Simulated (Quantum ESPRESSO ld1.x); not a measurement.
Radial electron density D(r) = 4 pi r^2 rho(r) of an atom or ion with 51 electrons. Calculated with ld1.x of Quantum ESPRESSO 7.5: non-relativistic Kohn-Sham, LDA (Slater exchange, VWN5 correlation), spin-polarised, spherical densities, point nucleus.

```
   r/bohr * D(r) (the largest magnitude, 84.4, reaches the edge; | marks zero)
 0.001983 |  *
 0.002645 |   *
 0.003527 |      *
 0.004704 |          *
 0.006275 |                *
 0.008369 |                       *
  0.01107 |                               *
  0.01477 |                                      *
   0.0197 |                                         *
  0.02627 |                                        *
  0.03504 |                                     *
  0.04674 |                                      *
  0.06233 |                                              *
  0.08314 |                                                      *
   0.1109 |                                                   *
   0.1479 |                                         *
   0.1973 |                                         *
   0.2631 |                                             *
   0.3509 |                                *
    0.468 |                *
   0.6242 |               *
   0.8326 |               *
    1.102 |        *
    1.469 |   *
     1.96 | *
    2.614 |*
    3.486 |*
    4.649 *
    6.201 *
    8.271 *
```

What is the nuclear charge?

Answer. Z = 52. The innermost maximum, from 1s, lies near 1/Z = 0.0192 bohr (found: 0.0213), and its height grows with Z. The density is that of the tellurium ion Te+ in [Kr] 4d10 5s(up 1, down 0) 5p4; the configuration itself is not fixed sharply by these data, and Z only to a few units. D(r) has 4 maxima, at r = 0.0213, 0.0901, 0.253, 0.733 bohr, and minima at 0.0401, 0.169, 0.536 bohr, inside which lie 2.01, 11.36, 29.02 electrons.
